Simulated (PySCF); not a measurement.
Static response to an electric field

C5H4F4O.
Geometry (GFN2-xTB, Å), atoms numbered from 1 in this order:
```xyz
14
C5H4F4O angstrom
C      1.9360    0.3479    0.4839
C      1.5437    0.1907   -0.7673
O      0.2964    0.3730   -1.2950
C     -0.6988    0.8658   -0.4715
F     -1.7190    1.2218   -1.3032
C     -1.2056   -0.1464    0.5376
F     -1.3455    0.3146    1.7930
C     -1.5166   -1.4088    0.2601
F     -1.9608   -2.2903    1.1340
F     -1.4010   -1.9451   -0.9348
H      2.9621    0.1695    0.7427
H      1.2887    0.6508    1.2873
H      2.2095   -0.1229   -1.5572
H     -0.3897    1.7789    0.0682
```

Level: CAM-B3LYP/def2-SVPD (PySCF), static field, nuclei fixed, core orbitals frozen in the response. The polarisability tensor in these axes (au):

```
x   68.19  5.02  2.75
y    5.02 66.49  1.33
z    2.75  1.33 66.20
```

Q: What are the eigenvalues, a third of the trace, and Δα (Δα² = ½Σ(αi − αj)² over the three pairs)?

A: Principal values 62.07, 65.18 and 73.62 au; mean 66.96 au = 9.92 Å³ = 11.04 × 10⁻⁴⁰ C²·m²/J; Δα = 10.35 au (15 % of the mean).

Q: What is the dipole moment, and where does it point?

A: (1.93, 0.34, 0.71) D, 2.09 D in size, pointing from the negative to the positive side. Measured along this direction, the outermost atoms are F10 and F5 at the negative end and H11 at the positive end.

Q: What would n − 1 = 2πNα be for an ideal gas of these molecules at 273.15 K and 1 atm, electronic part alone?

A: N = p/kT = 2.6868 × 10¹⁹ cm⁻³, so n − 1 = 2π × N × 9.92 × 10⁻²⁴ cm³ = 1675 × 10⁻⁶ at long wavelengths.

Q: Find the Langevin capture rate constant for H3+ (3.023 u) meeting this molecule (156.020 u), k = 2.342 × 10⁻⁹ cm³/s × √(α in Å³ / reduced mass in u).

A: The reduced mass is 2.97 u, so k = 4.28 × 10⁻⁹ cm³/s. The formula leaves out the permanent dipole, which adds to the capture rate.

Q: Rayleigh depolarisation ratio (linearly polarised light, static tensor)?

A: ρ = 3Δα²/(45ᾱ² + 4Δα²) = 321.5/(201756 + 428.7) = 0.00159.

Q: Along which axes do the principal values lie, and how far do the nuclei extend along each?

A: Largest value along (0.72, 0.58, 0.37), where the nuclei span 5.01 Å; middle along (-0.13, -0.42, 0.90), 3.87 Å; least along (-0.68, 0.70, 0.22), 3.66 Å. The response follows the extents in order.

Q: Orientational against electronic polarisability at 273 K (dilute gas, rigid molecules)?

A: In Gaussian units μ²/3kT = 38.51 Å³ against 9.92 Å³, a ratio of 3.88; the Debye molar polarisation (4π/3)N_A(α + μ²/3kT) is 122.2 cm³/mol, leaving out the vibrational part.

One conformer (not necessarily the lowest) at the GFN2-xTB geometry, without solvent, vibrations or thermal averaging.

These values come from a run that also computed excited states. Hardware: one thread of an Arm Neoverse V1, no GPU, on a shared host. Cost: 89 s of wall time.
